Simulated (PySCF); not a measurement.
A structure optimised at PBE0-D3(BJ)/def2-SVP, used in a PySCF frequency run:

```
Si
F 1 1.6292
H 1 1.4901 2 108.20
C 1 1.9167 3 106.18 2 119.86
O 4 1.2069 1 118.61 3 70.76
O 4 1.3319 5 123.55 1 -179.82
H 6 0.9744 4 107.09 5 0.00
Si 1 2.3403 3 113.81 2 -123.54
H 8 1.4923 1 108.72 3 -51.25
H 8 1.4934 9 109.85 1 119.32
H 8 1.4938 9 109.76 10 120.41
```

Task: Write its SMILES and formula.

Result: O=C(O)[Si@@H](F)[SiH3], CH₅FO₂Si₂

Task: What are its rotational constants (standard atomic weights)?

Result: 2.8710, 1.6157, 1.1528 GHz
